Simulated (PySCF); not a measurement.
## Bond length, frequency and bond energy of BiF⁻ by level of theory

State: ²Π (doublet), unpaired electrons π ↑. Set-up: Bi def2-SVPD with ECP60, F def2-SVPD; scalar-relativistic core potentials (PySCF 2.14). De refers to Bi + F⁻ in their high-spin ground configurations, without counterpoise correction. The functionals are run spin-unrestricted. A positive dipole points towards F; it is taken about the centre of mass and depends on that origin.

```csv
Level,Re (Å),ωe (cm⁻¹),De (eV),μ (D)
UHF,2.164,429,n/a,-3.67
UHF-MP2,2.184,423,0.82,n/a
UHF-SCS-MP2,2.189,419,0.86,n/a
UHF-CCSD,2.183,421,n/a,n/a
UHF-CCSD(T),2.189,416,0.93,n/a
PBE,2.206,402,1.36,-3.23
PBEsol,2.180,423,1.53,-3.03
r²SCAN,2.178,423,1.28,-3.15
B3LYP,2.198,407,1.35,-3.47
PBE0,2.174,426,1.28,-3.29
BHandHLYP,2.169,430,n/a,-3.54
CAM-B3LYP,2.180,422,1.35,-3.54
```

**Question.** Which functional lies closest to UHF-CCSD(T) in De, which farthest, and by how much do they differ from it?

**Answer.** Closest is r²SCAN (-1.1 pm in Re, +1.7 % in ωe, +0.35 eV in De against UHF-CCSD(T) in the same basis), farthest PBEsol (-0.9 pm in Re, +1.7 % in ωe, +0.60 eV in De). CCSD(T) converges more slowly with the basis than the functionals do and binds too weakly in this one, so the order can change at the basis-set limit.

**Question.** What does a quarter of exact exchange do here, going from PBE to PBE0?

**Answer.** PBE0 less PBE: -3.2 pm in Re, +6.0 % in ωe, -0.08 eV in De. Exact exchange removes part of the self-interaction that spreads semilocal densities, and in most molecules shortens and stiffens the bond and lowers De; so it does here.

**Question.** What does the step from GGA to meta-GGA do here, going from PBE to r²SCAN?

**Answer.** r²SCAN less PBE: -2.8 pm in Re, +5.2 % in ωe, -0.08 eV in De. 

Correlated steps freeze 5 core orbitals. Correlated levels converge slowly with the basis: in double zeta they bind strong bonds too weakly, by up to about 1 eV, and carry superposition errors of some tenths. Spin–orbit coupling is left out, which matters for elements this heavy, above all for dissociation energies. For an ion De counts to the pair picked by the measured ionisation energies or electron affinities, which need not be the lowest pair at this level. The highest Kohn–Sham level is positive in this anion. Much of that is self-interaction error, but it also means that the finite basis helps to hold the extra electron. The state is the lowest determinant that a PBE0 search found; another state may lie lower at other levels.

The whole job (state search and all levels along the bond) took about 3.8 min on 1 thread of Arm Neoverse V1 (shared host), peak memory 0.67 GiB.
